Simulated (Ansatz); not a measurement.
Computed with Ansatz on PBE0-D4/def2-TZVP structures; ΔE is electronic, products minus reactants. CBS: MP2 limit from def2 TZ/QZ plus the TZ coupled-cluster correction, frozen cores. For Br, Ga outer-core shells are correlated without core-valence functions, which leaves a few kJ/mol of doubt a bond. Scalar relativity is left out up to krypton. One conformer a species, not always the lowest.

Consider the ligand exchange at a Ga–Br bond: `[F][Ga]([F])[Br]` + `O[SiH3]` → `[F][Ga]([F])[O][SiH3]` + HBr.

| species | CCSD(T)/CBS(def2) energy (Eh) |
| --- | --- |
| `[F][Ga]([F])[Br]` | -4696.97905 |
| `O[SiH3]` | -366.69042 |
| `[F][Ga]([F])[O][SiH3]` | -2489.72997 |
| HBr | -2573.91920 |

**Question.** Work out ΔE.

**Answer.** ΔE = (-2489.72997) + (-2573.91920) − (-4696.97905) − (-366.69042) = 0.02030 Eh = +53.3 kJ/mol.

Largest T1 diagnostic among the species: 0.014.

Leaving LDA and LC-ωPBE aside and taking each functional with its dispersion term where it has one, the values, not all of them listed here, spread over 10.9 kJ/mol, from CAM-B3LYP-D4 to HSE06-D4. LDA lies −4.2 kJ/mol from PBE without D4. In def2-TZVPP, CCSD(T) changes the Hartree–Fock value by −8.6 kJ/mol (the triples alone add −0.2 kJ/mol) and MP2 by −7.1 kJ/mol.
